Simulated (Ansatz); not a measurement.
Total energies of the cluster GaP₂⁻ from Ansatz at r2SCAN-D4/def2-TZVPD, gas phase (1 Eh = 27.2114 eV = 2625.5 kJ/mol). The reference geometry is relaxed at r2SCAN-D4/def2-TZVPD.

Cartesian coordinates in Å:
```
Ga 1.266 -0.117 -0.757
P -1.127 -0.436 -0.370
P -0.140 0.553 1.127
```

| state | geometry | energy (Eh) |
| --- | --- | --- |
| charge -1 singlet | reference | -2607.57767 |
| charge 0 doublet | reference | -2607.50568 |
| charge -1 triplet | relaxed at r2SCAN-D4/def2-TZVPD | -2607.56159 |
| charge -1 quintet | relaxed at r2SCAN-D4/def2-TZVPD | -2607.48203 |

(1) Work out the vertical ionisation energy to the doublet.

(2) Which of the charge -1 states is lowest, and how far above it are the others?

(1) E(charge 0 doublet) − E(charge -1 singlet) = -2607.50568 − (-2607.57767) = 0.07199 Eh = 1.96 eV. For comparison, −ε of the highest occupied level is -0.44 eV at this level, 2.40 eV less.

(2) The singlet. triplet: -2607.56159 − (-2607.57767) = 0.01608 Eh = 42.2 kJ/mol; quintet: -2607.48203 − (-2607.57767) = 0.09564 Eh = 251.1 kJ/mol.

At r2SCAN-D4/def2-TZVPD the highest occupied level of the charge -1 singlet lies above zero (up to 0.44 eV). By energy differences its removal costs 1.96 eV (vertical, to the charge 0 doublet, at r2SCAN-D4/def2-TZVPD); a positive level beside a positive removal energy at the same level points to self-interaction error. At r2SCAN-D4/def2-TZVPD the highest occupied level of the charge -1 triplet lies above zero (up to 0.96 eV). It is a level of α spin, whose loss leaves a doublet; that state wasn't run at this geometry and level. The electron is either unbound and held by the finite basis, or the level is raised by self-interaction error. At r2SCAN-D4/def2-TZVPD the highest occupied level of the charge -1 quintet lies above zero (up to 1.63 eV). It is a level of α spin, whose loss leaves a quartet; that state wasn't run at this geometry and level. The electron is either unbound and held by the finite basis, or the level is raised by self-interaction error. 

The structure comes from a short search, and lower isomers may exist.
